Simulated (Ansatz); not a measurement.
System: dimethylborinic acid, C₂H₇BO (charge 0, singlet). 
Coordinates optimised at B3LYP-D3(BJ)/def2-TZVP (Ansatz, a quantum-chemistry and plane-wave program):
SMILES: CB(C)O
```xyz
11

C      1.1177    -1.0752     0.0003
B      0.0332     0.0619    -0.0227
C     -1.4653    -0.2033     0.3947
O      0.4457     1.3010    -0.4268
H      0.7429    -2.0038    -0.4391
H      2.0414    -0.7926    -0.5061
H      1.3686    -1.3185     1.0395
H     -1.5281    -0.7936     1.3129
H     -2.0640     0.7017     0.5318
H     -1.9560    -0.8047    -0.3791
H     -0.2512     1.9653    -0.4027
```

Wanted: vertical ionisation energy (to the doublet state of charge +1; each state is the SCF solution reached for its spin), in eV. Valence correlation only, unless marked. Open shells are spin-unrestricted. No spin-orbit coupling. Non-relativistic. CBS marks a two-point X^-3 extrapolation of the correlation energy; Hartree-Fock from the larger set. The bracket is a focal-point correction in the basis named.

| level | program | vertical ionisation energy (eV) |
|---|---|---|
| PBE/def2-TZVPD | Ansatz | ? |
| r2SCAN/def2-TZVPD | Ansatz | 10.42 |
| BHLYP/def2-TZVPD | Ansatz | ? |
| wB97M-V/def2-TZVPD | Ansatz | 10.84 |
| wB97X-V/def2-TZVPD | Ansatz | 10.84 |
| B2PLYP/def2-TZVPD | Ansatz | 10.75 |
| SCS-MP2/aug-cc-pVDZ | Ansatz | 10.99 |
| SCS-MP2/aug-cc-pVTZ | Ansatz | 11.13 |
| CCSD/aug-cc-pVDZ | Ansatz | 10.94 |
| CCSD/aug-cc-pVTZ | Ansatz | ? |
| RI-MP2/CBS(aug-cc-pVTZ,aug-cc-pVQZ)+[CCSD(T)-MP2]/aug-cc-pVTZ | Ansatz | ? |

Q: Some entries are withheld; supply them.

A: 
- PBE/def2-TZVPD, vertical ionisation energy (eV): 10.30
- BHLYP/def2-TZVPD, vertical ionisation energy (eV): 10.87
- CCSD/aug-cc-pVTZ, vertical ionisation energy (eV): 11.05
- RI-MP2/CBS(aug-cc-pVTZ,aug-cc-pVQZ)+[CCSD(T)-MP2]/aug-cc-pVTZ, vertical ionisation energy (eV): 11.09
